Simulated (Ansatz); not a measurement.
A made-up structure of NaGeH2O (charge +1), closed shell:

| atom | x (Å) | y (Å) | z (Å) |
| --- | --- | --- | --- |
| O1 | -1.4917 | 0.1536 | -0.5198 |
| Ge2 | 0.3709 | 0.4198 | 0.0230 |
| Na3 | 2.5586 | -1.8558 | 1.2609 |
| H4 | -1.8923 | -0.8421 | -0.4189 |
| H5 | 0.4545 | 2.1246 | -0.3453 |

It is relaxed with PBE-D4/def2-SVP and then PBE0-D4/def2-TZVP (Ansatz 0.2.0). Atoms count as bonded within 1.22 times the sum of their covalent radii (H–H: 0.88 Å). The end point is not checked to be a true minimum.

Does its bonding change? (A judgement: the text doesn't fix the answer.)

The calculation gives: No: no bond forms or breaks.

Where it ends: The first stage lowers the energy by 0.68 eV in 11 steps. It ends as NaGeH₂O ([OH][GeH][Na]), total charge +1:
O1  (-1.332, 0.137, -0.464)
Ge2  (0.331, 0.375, 0.021)
Na3  (2.285, -1.656, 1.126)
H4  (-1.689, -0.752, -0.374)
H5  (0.405, 1.897, -0.309)
(Å)

Labels in which every atom is bracketed show which atoms are joined, not bond orders.

For scale, one of the runs: PBE0-D4/def2-TZVP relaxation, 123 basis functions, launched by `ansatz run in.yaml --threads 2 --pin off --events-out ev --progress --plain --max-ram 4352MiB`. Hardware: 2 CPU threads of an Arm Neoverse V1, shared host. Wall time about 26 s.
